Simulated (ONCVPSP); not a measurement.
**Before and after: ONCV potential for Hg**

- Element: mercury
- Generator: ONCVPSP 4.0.1
- Type: optimised norm-conserving Vanderbilt (ONCV)
- Functional: PBE
- Relativity: scalar-relativistic
- Frozen core: [Kr] 4d10 4f14 5s2
- Valence charge: 18
- Reference configuration: 5p6 5d10 6s1.5 6p0.5
- Partial waves: 6s: rc 2.00 bohr, ncon 4, nbas 7, qcut 2.8 1/bohr, 1 projector; 5p+6p: rc 1.70 bohr, ncon 4, nbas 7, qcut 9.6 1/bohr, 2 projectors; 5d: rc 1.90 bohr, ncon 3, nbas 7, qcut 8.3 1/bohr, 3 projectors, debl 2.5 Ha
- Local potential: polynomial inside 1.55 bohr (lpopt 5, dvloc0 -1 Ha)
- Core correction: polynomial model core, fcfact 0.4

Change: all radii but the core radius scaled by about 1.21 (s 2.42, p 2.06, d 2.30 bohr); local potential polynomial inside 1.88 bohr (lpopt 5, dvloc0 -1 Ha).

Cutoffs: the cutoffs (Ha) at which the residual kinetic energy of the hardest occupied pseudo-wave falls to 1 and 0.1 mHa per electron; they do not see the model core or the augmentation charge, which bear on the density cutoff. Errors are all-electron minus pseudo energies relative to the spin-unpolarised reference configuration.

Problem. How do hardness, ghosts and transferability respond?

Solution. The potential gets softer (22 Ha and 29 Ha → 19 Ha and 23 Ha); both files keep a bound ghost (s); the errors of the 3 common tests hardly move. A larger radius leaves more room for a smooth pseudo-wave, so fewer plane waves are needed.

| quantity | base | changed |
| --- | --- | --- |
| cutoff, loose | 22 Ha | 19 Ha |
| cutoff, tight | 29 Ha | 23 Ha |
| loose cutoff by channel | s 8.7 Ha, p 17 Ha, d 22 Ha | s 8.5 Ha, p 18 Ha, d 19 Ha |
| bound ghosts | s | s |
| GHOST(+) flags under 300 eV | none | none |
| tests with a reliable result | 3 of 4 | 3 of 4 |
| error for 5p6 5d10 6s2 6p0, meV [ΔE -2.95 eV] | -0.7 | -0.6 |
| error for 5p6 5d10 6s1 6p0, meV [ΔE 7.74 eV] | -4.8 | -4.4 |
| error for 5p6 5d10 6s0 6p2, meV [ΔE 9.63 eV] | -23 | -22 |
| rms error of d²Exc/dni dnj with the model core, mHa | 0.53 | 0.65 |

 A true bound ghost makes a file unfit for plane-wave use even where its test errors are small: the radial tests pick states by their node count and pass the ghost by.
